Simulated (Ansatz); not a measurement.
One change: `B[SiH](F)BCl` becomes `B[SiH](N)F`.

Ansatz, PBE0-D4/def2-TZVP geometries, multiplicity 1. Each molecule was computed in one conformer, which needn't be the lowest.

```csv
property,`B[SiH](F)BCl`
HOMO energy (PBE0/def2-TZVPP) / eV,-7.84
zero-point energy (PBE0-D4/def2-TZVP) / kJ/mol,118.9
LUMO energy (PBE0/def2-TZVPP) / eV,-2.96
HOMO energy (PBE/def2-TZVPP) / eV,-6.62
HOMO–LUMO gap (PBE0/def2-TZVPP) / eV,4.88
HOMO–LUMO gap (ωB97M-V/def2-TZVPP) / eV,8.95
```

Question: Give the same properties after the change, and the shifts. (An estimate is asked.)

Answer: Ansatz gave: 
```tsv
property	`B[SiH](N)F`	shift
HOMO energy (PBE0/def2-TZVPP) / eV	-7.95	-0.11
zero-point energy (PBE0-D4/def2-TZVP) / kJ/mol	152.7	33.8
LUMO energy (PBE0/def2-TZVPP) / eV	-2.39	0.57
HOMO energy (PBE/def2-TZVPP) / eV	-6.60	0.02
HOMO–LUMO gap (PBE0/def2-TZVPP) / eV	5.56	0.68
HOMO–LUMO gap (ωB97M-V/def2-TZVPP) / eV	9.82	0.87
```

With PBE0 the HOMO falls by 0.11 eV and the LUMO rises by 0.57 eV, so the gap widens by about 0.68 eV. PBE moves the HOMO by 0.02 eV and ωB97M-V by -0.29 eV.
